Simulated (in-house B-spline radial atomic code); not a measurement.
Results of a calculation; reference values are marked as such.
**Ghost states of the separable form: Cd**

Cd, [Kr] 4d10 5s2, non-relativistic LDA (VWN5), spherical and spin-unpolarised, from an all-electron radial atomic-structure program (B-spline basis) (atomic units; all potentials screened as in the neutral atom).

Troullier-Martins channels: 5s (ε = -0.2042, r_c = 2.059 bohr), 4d (ε = -0.4705, r_c = 0.837 bohr). In the Kleinman-Bylander form one channel serves as the local potential, and each other channel l becomes |δV u><u δV|/<u|δV|u>, with δV = V_l − V_local and u the pseudo-orbital. Its strength is E_KB = <u|δV²|u>/<u|δV|u>. By the analysis of Gonze, Stumpf and Scheffler a spurious state lies below the reference level ε if E_KB > 0 and ε is above the second level of the local potential alone, or if E_KB < 0 and ε is above its first. The table's levels are those of angular momentum l in a sphere of 9 bohr, whose wall can lift a shallow ε a little above its free-atom value.

```tsv
local	channel	<u δV u>	<u δV² u>	ε	first local level	second local level
s	d	-4.9416	45.628	-0.4705	0.0947	0.3293
d	s	0.25273	1.3813	-0.2038	-17.1892	-3.0184
```

Q: Apply the rule to each row.

A: Local s, channel d: E_KB = -9.23, so ε = -0.4705 is set against 0.0947: no ghost. Local d, channel s: E_KB = +5.47, so ε = -0.2038 is set against -3.0184: a ghost.

Diagonalising the separable Hamiltonian gives:

| local | channel | three lowest levels | all-electron, two lowest valence levels |
| --- | --- | --- | --- |
| s | d | -0.4705, 0.1127, 0.3875 | -0.4705, 0.1110 |
| d | s | -15.2688, -0.2038, 0.0869 | -0.2038, 0.0921 |

Q: Which choices of local channel are safe?

A: Free of ghosts: s. With d local the s channel has a ghost 15.06 hartree below ε, since the local potential binds more than one state below ε, and a repulsive term of rank one raises each level at most to the next, so it clears only one of them. Among the safe choices the second level, which tests transfer, is off by at most 1.7 millihartree (s local).
